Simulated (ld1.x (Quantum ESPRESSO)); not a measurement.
Before and after: TM potential for B (Z = 5)

```json
{
 "Element": "boron",
 "Generator": "ld1.x (Quantum ESPRESSO) 7.5",
 "Type": "norm-conserving Troullier–Martins (Kleinman–Bylander form)",
 "Functional": "PBE",
 "Relativity": "scalar-relativistic",
 "Frozen core": "[He]",
 "Valence charge": "3",
 "Reference configuration": "2s2 2p1",
 "Partial waves": "2s (bound): rc 1.00 bohr; 2p (bound): rc 2.40 bohr; 3d channel at -0.05 Ry: rc 2.30 bohr",
 "Local potential": "all-electron potential smoothed inside 1.50 bohr (lloc = -1)",
 "Core correction": "Bessel-smoothed model core inside 0.95 bohr"
}
```

All-electron outer shells of the reference configuration (PBE, scalar-relativistic, ld1.x):

```tsv
shell	level (eV)	outermost node (bohr)	outermost maximum (bohr)
1s	-180.59	–	0.21
2s	-9.44	0.46	1.52
2p	-3.61	–	1.57
```

Change: local potential the p channel.

Cutoffs: the cutoffs (Ry, on a coarse ladder) from which the occupation-weighted sum of valence levels, in a spherical-Bessel basis at the reference potential, stays within 10 and 1 mRy of its value at 400 Ry; they do not see the model core or the augmentation charge, which bear on the density cutoff. Errors are all-electron minus pseudo energies relative to the spin-unpolarised reference configuration.

Problem. What does the change do?

Solution. The potential gets neither clearly harder nor softer (55 Ry and 140 Ry → 55 Ry and 140 Ry); of the 7 tests that both files solve, the error grows in 1 and shrinks in 2 by more than 15 % and 0.3 meV (median size 12.1 → 12.9 meV); the range in which the d phases agree narrows (upper end at the end of the scan → 3.8); neither file shows a bound ghost.

```tsv
quantity	base	changed
cutoff, loose	55 Ry	55 Ry
cutoff, tight	140 Ry	140 Ry
bound ghosts	none	none
error for 2s2 2p0, meV [ΔE 8.22 eV]	+40	+35
error for 2s1 2p0, meV [ΔE 33.64 eV]	+156	+142
error for 2s2 2p0.5, meV [ΔE 2.89 eV]	+5.1	+3.6
error for 2s0 2p3, meV [ΔE 11.72 eV]	-12	-13
error for 2s2 2p1.3, meV [ΔE -0.74 eV]	+0.4	0.0
error for 2s1 2p2, meV [ΔE 5.85 eV]	-3.0	-3.2
error for 2s1 2p1, meV [ΔE 14.36 eV]	-15	-24
s: phases at 2.61 bohr within 0.05 rad from the reference energy up to (Ry; the scan ends near 5)	1.9	1.8
p: phases at 2.61 bohr within 0.05 rad from the reference energy up to (Ry; the scan ends near 5)	1.7	1.4
d: phases at 2.61 bohr within 0.05 rad from the reference energy up to (Ry; the scan ends near 5)	to the end of the scan	3.8
```
